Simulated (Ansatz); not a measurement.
Total energies of Sn(NH2)H3 (SnNH₅) from Ansatz at CCSD(T)/def2-TZVPP, gas phase (1 Eh = 27.2114 eV = 2625.5 kJ/mol). The reference geometry is relaxed at r2SCAN-D4/def2-TZVP.

```csv
state,geometry,energy (Eh)
charge 0 singlet,reference,-271.31197
charge 1 doublet,reference,-270.95981
free Sn atom (triplet),–,-213.60748
free N atom (quartet),–,-54.51594
free H atom (doublet),–,-0.49981
```

In the def2 sets Sn takes a core potential; there is no spin–orbit coupling. Correlated methods freeze 5 core orbitals; core or outer-core shells of Sn are correlated, in sets that lack core-valence functions.

**Question.** Work out the vertical ionisation energy to the doublet.

**Answer.** E(charge 1 doublet) − E(charge 0 singlet) = -270.95981 − (-271.31197) = 0.35216 Eh = 9.58 eV.

**Question.** What is the binding energy per atom against free atoms?

**Answer.** Atoms: 1 × (-213.60748) + 1 × (-54.51594) + 5 × (-0.49981) = -270.62247 Eh. Binding: -270.62247 − (-271.31197) = 0.68950 Eh = 18.76 eV, or 2.68 eV for each of 7 atoms (no zero-point energy, no counterpoise term).
